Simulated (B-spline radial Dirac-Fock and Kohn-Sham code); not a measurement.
What relativity does to the binding energies of W

System: the free tungsten atom in the configuration [Xe] 4f14 5d4 6s2.

Both columns are ΔSCF binding energies of the configuration average from a B-spline atomic structure program: non-relativistic Hartree-Fock with a point nucleus, and Dirac-Fock with a finite nucleus and the Coulomb interaction alone, averaged over the two j levels with weights 2j+1.

```csv
shell,Hartree-Fock (eV),Dirac-Fock (eV),shift (eV),shift (%)
1s,64215.4,69877.6,+5662.22,+8.82
2s,10656.4,12157.7,+1501.29,+14.09
2p,10193.0,10691.7,+498.74,+4.89
3s,2472.3,2842.5,+370.21,+14.97
3p,2257.5,2395.9,+138.40,+6.13
3d,1861.1,1844.1,-17.05,-0.92
4s,521.2,611.4,+90.17,+17.30
4p,430.4,461.8,+31.37,+7.29
4d,265.6,260.6,-5.00,-1.88
4f,49.50,39.48,-10.03,-20.25
5s,76.36,90.03,+13.67,+17.90
5p,47.43,50.13,+2.69,+5.68
5d,9.26,7.52,-1.73,-18.73
6s,5.94,6.91,+0.97,+16.36
```

Relativity binds 1s, 2s, 2p, 3s, 3p, 4s, 4p, 5s, 5p, 6s more strongly, among those listed most of all 5s in relative terms, and 3d, 4d, 4f, 5d more weakly, because the contracted s and p shells screen the nucleus better.

Values without a named source are computed, but for edge energies of neutral atoms, which are taken from tables.
